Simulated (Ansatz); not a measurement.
# Relative stability

Two relaxed structures of CH5Sn (charge -1), singlet (PBE0-D4/def2-TZVPD; forces vanish, vibrations not checked).

A:

| atom | x (Å) | y (Å) | z (Å) |
| --- | --- | --- | --- |
| C1 | -0.6180 | -1.2608 | 0.3269 |
| Sn2 | 0.1390 | 0.6303 | -0.0907 |
| H3 | -0.6324 | -1.8444 | -0.6070 |
| H4 | 0.0675 | -1.7635 | 1.0272 |
| H5 | -0.8832 | 1.5298 | -1.1899 |
| H6 | 0.1966 | 1.6533 | 1.3278 |
| H7 | 1.7306 | 1.0552 | -0.7942 |

B:

```
atom    x (Å)    y (Å)    z (Å)
  C1  -0.5182  -1.0951   0.3458
 Sn2   0.2076   1.0294   0.1818
  H3  -0.5560  -1.5928  -0.6267
  H4   0.1485  -1.6605   1.0052
  H5  -0.8715   1.4287  -1.2076
  H6  -1.5206  -1.1065   0.7863
  H7   1.5793   0.6156  -0.9141
```

Program: Ansatz 0.2.0. Basis: def2-TZVPPD. Cores are frozen in the correlated methods. Filled d shells of the heavier atoms are correlated. Core potentials replace the inner electrons of the atoms past krypton. The def2 sets are not built for correlating such inner shells, so the correlated values are less sure here. B3LYP uses VWN-RPA correlation.

Q: Which structure is lower at CCSD(T), and by how much? (To be estimated.)

A: By the calculation: B, by 180.9 kJ/mol (electronic energy, against the other). By their contacts, A is CH₅Sn ([CH2][SnH3]), total charge -1 and B is CH₅Sn ([CH3][SnH2]), total charge -1.

All methods give the same order:

| method | E(B) − E(A) (kJ/mol) |
| --- | --- |
| PBE-D4 | -186.4 |
| r2SCAN-D4 | -188.9 |
| PBE0-D4 | -190.4 |
| B3LYP-D4 | -194.9 |
| wB97M-V | -188.9 |
| HF | -199.6 |
| MP2 | -180.9 |
| CCSD | -186.0 |
| CCSD(T) | -180.9 |

No T1 diagnostic of these runs exceeds 0.016.

Labels in which every atom is bracketed show which atoms are joined, not bond orders.

For scale, one of the runs: CCSD(T)/def2-TZVPPD, 178 basis functions, launched by `ansatz run in.yaml --threads 2 --pin off --events-out ev --progress --plain --max-ram 4352MiB`. Time: 50 s of wall clock on 2 CPU threads of an Arm Neoverse V2; the host was shared. Peak host memory: 1.8 GiB.
